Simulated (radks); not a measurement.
Polarisability of the palladium ion Pd+, [Kr] 4d9, at imaginary frequency. Method: scalar-relativistic Kohn-Sham, LDA (Slater exchange, VWN5 correlation), spin-polarised, spherical densities, finite nucleus; open shells are filled with parallel spins first (spin-orbit coupling, left out, can overturn this in heavy ions); Fermi nuclear charge, rms radius 4.5318 fm; computed with a radial shooting solver on a logarithmic mesh with Libxc functionals. Response by self-consistent Sternheimer equations with the Hartree and adiabatic LDA kernel, the relativistic mass of each level held fixed and spin-orbit coupling left out.

| w (hartree) | alpha1(iw) (bohr^3) |
|---|---|
| 0.00266 | 12.31 |
| 0.0143 | 12.30 |
| 0.0360 | 12.24 |
| 0.0697 | 12.04 |
| 0.118 | 11.60 |
| 0.186 | 10.77 |
| 0.280 | 9.526 |
| 0.413 | 7.984 |
| 0.605 | 6.333 |
| 0.892 | 4.704 |
| 1.35 | 3.184 |
| 2.12 | 1.874 |
| 3.59 | 0.8912 |
| 6.94 | 0.3117 |
| 17.5 | 0.06993 |

Static values: alpha1 = 12.31 bohr^3 (1.824 angstrom^3; uncoupled 19.30). C6 = 75.81, triple-dipole C9 = 622.5 atomic units. One-pole (London) frequency 4 C6 / (3 alpha1^2) = 0.667 hartree, against 0.536 for minus the highest occupied eigenvalue.
